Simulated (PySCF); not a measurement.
chlorotrifluoromethane (CClF₃), singlet, geometry from GFN2-xTB; M06L/6-31G in PySCF.

PySCF was given this input:
```python
from pyscf import gto, scf, dft

mol = gto.Mole()
mol.atom = '''
    F    -0.861346   -0.632540   -1.028742
    C    -0.350356   -0.007744    0.018897
    F    -0.844074    1.218756    0.050069
    F    -0.745765   -0.640392    1.110886
    Cl    1.421341    0.031415   -0.076664
'''
mol.basis = '6-31g'
mol.charge = 0
mol.spin = 0
mol.verbose = 4
mol.build()

mf = dft.RKS(mol)
mf.xc = 'm06l'
mf.grids.atom_grid = (50, 194)
mf.kernel()
mf.analyze()
```

It wrote (shortened):

```
PySCF version 2.14.0

[INPUT] verbose = 4
[INPUT] num. atoms = 5
[INPUT] num. electrons = 50
[INPUT] charge = 0
[INPUT] spin (= nelec alpha-beta = 2S) = 0
[INPUT] symmetry False subgroup None
[INPUT] Mole.unit = angstrom
[INPUT] Symbol           X                Y                Z      unit          X                Y                Z       unit  Magmom
[INPUT]  1 F     -0.861346000000  -0.632540000000  -1.028742000000 AA   -1.627708038490  -1.195327362832  -1.944040632837 Bohr   0.0
[INPUT]  2 C     -0.350356000000  -0.007744000000   0.018897000000 AA   -0.662076886098  -0.014634039109   0.035710154576 Bohr   0.0
[INPUT]  3 F     -0.844074000000   1.218756000000   0.050069000000 AA   -1.595068688866   2.303115052670   0.094616697331 Bohr   0.0
[INPUT]  4 F     -0.745765000000  -0.640392000000   1.110886000000 AA   -1.409291603286  -1.210165492362   2.099270295614 Bohr   0.0
[INPUT]  5 Cl     1.421341000000   0.031415000000  -0.076664000000 AA    2.685945219615   0.059365746203  -0.144873963614 Bohr   0.0

nuclear repulsion = 250.095110902559
number of shells = 27
number of NR pGTOs = 134
number of NR cGTOs = 49
basis = 6-31g
ecp = {}

******** <class 'pyscf.dft.rks.RKS'> ********
method = RKS
initial guess = minao
damping factor = 0
level_shift factor = 0
DIIS = <class 'pyscf.scf.diis.CDIIS'>
diis_start_cycle = 1
diis_space = 8
diis_damp = 0
SCF conv_tol = 1e-09
SCF conv_tol_grad = None
SCF max_cycles = 50
direct_scf = True
direct_scf_tol = 1e-13
XC library pyscf.dft.libxc version 7.1.2
    S. Lehtola, C. Steigemann, M. J. T. Oliveira, and M. A. L. Marques,  SoftwareX 7, 1–5 (2018)
XC functionals = m06l
    Y. Zhao and D. G. Truhlar,  J. Chem. Phys. 125, 194101 (2006)
    Y. Zhao and D. G. Truhlar,  J. Chem. Phys. 125, 194101 (2006)
    Y. Zhao and D. G. Truhlar,  Theor. Chem. Acc. 120, 215 (2008)
radial grids:
    Treutler-Ahlrichs [JCP 102, 346 (1995); DOI:10.1063/1.469408] (M4) radial grids

becke partition: Becke, JCP 88, 2547 (1988); DOI:10.1063/1.454033
pruning grids: <function nwchem_prune>
grids dens level: 3
symmetrized grids: False
atomic radii adjust function: <function treutler_atomic_radii_adjust>
User specified grid scheme (50, 194)
small_rho_cutoff = 0
Set gradient conv threshold to 3.16228e-05
Initial guess from minao.
tot grids = 32640
init E= -798.44652014009
  HOMO = -0.354003283730705  LUMO = 0.0194098489718844  gap/eV = 10.16109
cycle= 1 E= -797.456755599341  delta_E= 0.99  |g|= 0.942  |ddm|= 2.37
  HOMO = -0.315956991121688  LUMO = -0.12133311035232  gap/eV = 5.29599
cycle= 2 E= -797.065729040709  delta_E= 0.391  |g|= 1.74  |ddm|= 2.06
  HOMO = -0.326062357198116  LUMO = -0.035658569043953  gap/eV = 7.90229
cycle= 3 E= -797.64713888675  delta_E= -0.581  |g|= 0.0378  |ddm|= 1.28
  HOMO = -0.335163260810994  LUMO = -0.0450854235225728  gap/eV = 7.89342
cycle= 4 E= -797.64734010046  delta_E= -0.000201  |g|= 0.0148  |ddm|= 0.0498
  HOMO = -0.331649385263245  LUMO = -0.0409063380694952  gap/eV = 7.91152
cycle= 5 E= -797.647399604406  delta_E= -5.95e-05  |g|= 0.000905  |ddm|= 0.0187
  HOMO = -0.331929102282605  LUMO = -0.0410108116481367  gap/eV = 7.91629
cycle= 6 E= -797.647399713278  delta_E= -1.09e-07  |g|= 0.000685  |ddm|= 0.00214
  HOMO = -0.331851857084332  LUMO = -0.041009149429986  gap/eV = 7.91423
cycle= 7 E= -797.647399843017  delta_E= -1.3e-07  |g|= 6.61e-05  |ddm|= 0.00118
  HOMO = -0.331854845600794  LUMO = -0.0410056427478951  gap/eV = 7.91441
cycle= 8 E= -797.647399844351  delta_E= -1.33e-09  |g|= 1.97e-05  |ddm|= 0.000149
  HOMO = -0.331855193867697  LUMO = -0.0410056161013439  gap/eV = 7.91442
cycle= 9 E= -797.647399844411  delta_E= -5.96e-11  |g|= 3.97e-06  |ddm|= 1.67e-05
  HOMO = -0.331855046310828  LUMO = -0.0410057114177556  gap/eV = 7.91441
Extra cycle  E= -797.647399844407  delta_E= 3.41e-12  |g|= 6.6e-06  |ddm|= 9.72e-06
converged SCF energy = -797.647399844407
**** SCF Summaries ****
Total Energy =                        -797.647399844407346
Nuclear Repulsion Energy =             250.095110902558645
One-electron Energy =                -1600.589131748100726
Two-electron Energy =                  552.846621001134736
Two-electron Coulomb Energy =          617.939229073142769
DFT Exchange-Correlation Energy =      -65.092608072007991
HOMO-LUMO gap [eV] =                     7.914413525435656
**** MO energy ****
MO #1   energy= -101.210730770238  occ= 2
MO #2   energy= -24.590289412884   occ= 2
MO #3   energy= -24.5901019994584  occ= 2
MO #4   energy= -24.5900657592426  occ= 2
MO #5   energy= -10.391736661224   occ= 2
MO #6   energy= -9.44987762386487  occ= 2
MO #7   energy= -7.16194604569258  occ= 2
MO #8   energy= -7.14756999327233  occ= 2
MO #9   energy= -7.14756631755606  occ= 2
MO #10  energy= -1.36356527953443  occ= 2
MO #11  energy= -1.26570785070169  occ= 2
MO #12  energy= -1.26563329481166  occ= 2
MO #13  energy= -0.882253816044805 occ= 2
MO #14  energy= -0.689292071003971 occ= 2
MO #15  energy= -0.60024065868714  occ= 2
MO #16  energy= -0.600157597290523 occ= 2
MO #17  energy= -0.568631735278994 occ= 2
MO #18  energy= -0.456777399487838 occ= 2
MO #19  energy= -0.456708924030406 occ= 2
MO #20  energy= -0.425838257763192 occ= 2
MO #21  energy= -0.425757398931103 occ= 2
MO #22  energy= -0.400691628918821 occ= 2
MO #23  energy= -0.399041775245929 occ= 2
MO #24  energy= -0.331867261040491 occ= 2
MO #25  energy= -0.331855046310828 occ= 2
MO #26  energy= -0.0410057114177556 occ= 0
MO #27  energy= 0.107638185009164  occ= 0
MO #28  energy= 0.107811431225995  occ= 0
MO #29  energy= 0.142343574390266  occ= 0
MO #30  energy= 0.358393482739042  occ= 0
MO #31  energy= 0.413789956884993  occ= 0
MO #32  energy= 0.436080637383912  occ= 0
MO #33  energy= 0.436184565482114  occ= 0
 ** Mulliken pop on meta-lowdin orthogonal AOs  **
 ** Mulliken pop  **
 ** Mulliken atomic charges  **
charge of    0F =     -0.21195
charge of    1C =      0.67238
charge of    2F =     -0.21205
charge of    3F =     -0.21177
charge of    4Cl =     -0.03662
Dipole moment(X, Y, Z, Debye):  0.22763,  0.00528, -0.01124
```
